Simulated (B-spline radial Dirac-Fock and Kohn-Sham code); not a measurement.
ΔSCF core binding energies without Breit or QED terms, calculated with a radial B-spline solver.

A sound run for the Ru atom, [Kr] 4d7 5s1: The ground state converged in 11 iterations, with total energy -4529.26935 Ha, virial ratio 1.96079 and highest orbital energy -6.07 eV. ΔSCF binding energies: K (1s) 22188.6 eV, L3 (2p3/2) 2851.7 eV, M5 (3d5/2) 287.8 eV.

A second run, with one unsound setting: The ground state converged in 13 iterations, with total energy -7139.33320 Ha, virial ratio 1.23731 and highest orbital energy -5.22 eV. ΔSCF binding energies: K (1s) 33351.0 eV, L3 (2p3/2) 2646.6 eV, M5 (3d5/2) 185.1 eV.

```
iter   energy (Ha)        error
   1    -7067.87595038  1.11e+01
   2    -7100.48500039  1.82e+00
   3    -7138.16516999  4.71e-01
   4    -7139.18776810  2.08e-01
   5    -7139.26876778  4.36e-02
   6    -7139.29997855  3.07e-02
   7    -7139.33281377  6.75e-03
   8    -7139.33318889  6.05e-04
   9    -7139.33319581  1.44e-04
  13    -7139.33319661  3.64e-08
```

Problem. Which fault fits the second run best?
A. nuclear radius in wrong units
B. functional not served
C. damping too heavy
D. speed of light below Z

Solution. D. The input had c_factor = 0.2416: c_factor makes c so small that Zα exceeds 1, so any numbers that come out have no meaning.
